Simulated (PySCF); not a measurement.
Correlation energy of W²⁺ (tungsten, charge +2)

[Xe] 4f14 5d3 6s1, high-spin 5F determinant (an excited configuration). Calculation: PySCF 2.14, in aug-cc-pVTZ-PP with ECP60MDF; a scalar-relativistic core potential. Frozen: 5s2 5p6; 4 electrons correlated.

```csv
level,correlation energy (mhartree)
CCSD,-32.89
(T),-0.37
CCSD(T),-33.26
```

Diagnostics: T1 = 0.0027, D1 = 0.0069, largest double amplitude 0.017.

Spin-orbit coupling, absent here, splits the open shell strongly.

Cost of the coupled-cluster step: about 4 core-seconds, for 4 correlated electrons.
